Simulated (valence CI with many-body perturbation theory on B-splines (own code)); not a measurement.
## Ba²⁵⁺: fill in the table

Level of theory: relativistic CI+MBPT: three valence electrons over a frozen Dirac-Fock core [Ar] 3d10, radial functions for each j: 11 s, 11 p, 10 d, 8 f, 5 g, 2 h, with the one-electron correlation potential Σ1, the two-electron term Σ2, the three-electron term Σ3, Breit, model QED; selected CI, second order for the rest, scaled by the run's own slope (own B-spline code, finite nucleus).

No measured levels were compared; by estimate levels hold to about 250 cm⁻¹ or 0.2 % of their energy and the worst to 1 %, as in measured heavy ions of charge 2 to 7; those with d or f electrons hold less well.

| Level | E (eV) |
| --- | --- |
| (4s^2 4p1/2) J=1/2 | 0.00 |
| (4s^2 4p3/2) J=3/2 | 21.31 |
| (4s 4p1/2^2) J=1/2 | 53.86 |
| (4s 4p1/2 4p3/2) J=3/2 [a] | 68.64 |
| (4s 4p1/2 4p3/2) J=5/2 | ? |
| (4s 4p1/2 4p3/2) J=3/2 [b] | 81.03 |
| (4s 4p1/2 4p3/2) J=1/2 | ? |
| (4s 4p3/2^2) J=5/2 | 93.37 |
| (4s 4p3/2^2) J=1/2 | 106.06 |
| (4s 4p3/2^2) J=3/2 | 106.83 |
| (4s^2 4d3/2) J=3/2 | ? |
| (4s^2 4d5/2) J=5/2 | ? |
| (4p1/2^2 4p3/2) J=3/2 | 137.73 |
| (4p1/2 4p3/2^2) J=3/2 | 154.35 |
| (4p1/2 4p3/2^2) J=5/2 | 155.06 |
| (4s 4p1/2 4d3/2) J=3/2 [a] | 161.68 |
| (4p1/2 4p3/2^2) J=1/2 | ? |
| (4s 4p1/2 4d3/2) J=5/2 | 165.23 |
| (4s 4p1/2 4d5/2) J=7/2 | 171.50 |
| (4s 4p1/2 4d5/2) J=5/2 [a] | ? |

Levels are named by their leading jj configuration (3d3/2^4 stands for four electrons in 3d with j = 3/2), which in mixed levels can hold well under half, so a name can repeat and another be missing. Letters in brackets count levels of one name in rising energy.

(1) The levels stand in rising order. What does the calculation give for the missing energies?

## Answers

(1) (4s 4p1/2 4p3/2) J=5/2 73.39; (4s 4p1/2 4p3/2) J=1/2 84.72; (4s^2 4d3/2) J=3/2 120.34; (4s^2 4d5/2) J=5/2 124.11; (4p1/2 4p3/2^2) J=1/2 163.21; (4s 4p1/2 4d5/2) J=5/2 [a] 171.93.
